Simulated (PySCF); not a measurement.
Start geometry of `O=S(=O)([O-])C(F)(F)C(F)(F)F` from GFN2-xTB (Å):
```
atom  x, y, z in Å
O1     1.4187   -1.3283    0.9474
S2     1.5453   -0.1102    0.1854
O3     1.7278   -0.2755   -1.2360
O4     2.3161    0.9406    0.8010
C5    -0.2252    0.5810    0.2685
F6    -0.2914    1.7894   -0.3426
F7    -0.5895    0.7827    1.5587
C8    -1.2100   -0.3615   -0.3871
F9    -0.9644   -0.5325   -1.6830
F10   -2.4985    0.0776   -0.3259
F11   -1.2235   -1.5606    0.1877
```

What comes out of this run: PBE0-D3(BJ)/def2-SVP geometry optimisation, gas phase (PySCF 2.14.0)?

```
atom  x, y, z in Å
O1     1.467   -1.335    1.002
S2     1.565   -0.102    0.209
O3     1.801   -0.288   -1.230
O4     2.291    1.009    0.838
C5    -0.192    0.532    0.243
F6    -0.267    1.723   -0.388
F7    -0.585    0.721    1.521
C8    -1.253   -0.368   -0.408
F9    -1.051   -0.514   -1.709
F10   -2.469    0.192   -0.256
F11   -1.301   -1.568    0.152
```

The energy falls by 0.163 eV over 6 energy and gradient evaluations, the largest force component goes from 0.0330 to 4.4e-04 Eh/bohr, and the atoms move by 0.080 Å rms after alignment. The bond that changes most is S2–C5 (sulfonyl sulfur to CF2 carbon), which shortens by 0.034 Å. Bonds longer at the end by more than 0.005 Å: 4 of 10; shorter: 4. Among the angles that change most is S2–C5–C8, from 111.1° to 116.3°. Rotational constants go from 1589, 868.0, 805.7 to 1605, 846.0, 796.1 MHz. The orientation of the end geometry is arbitrary; only internal coordinates are fixed.

The run used 158 basis functions and 42 SCF cycles in all. Hardware: one thread of an Arm Neoverse V2, no GPU (shared host). Cost: 89 s.

Whether it is a minimum is left open (no frequencies).
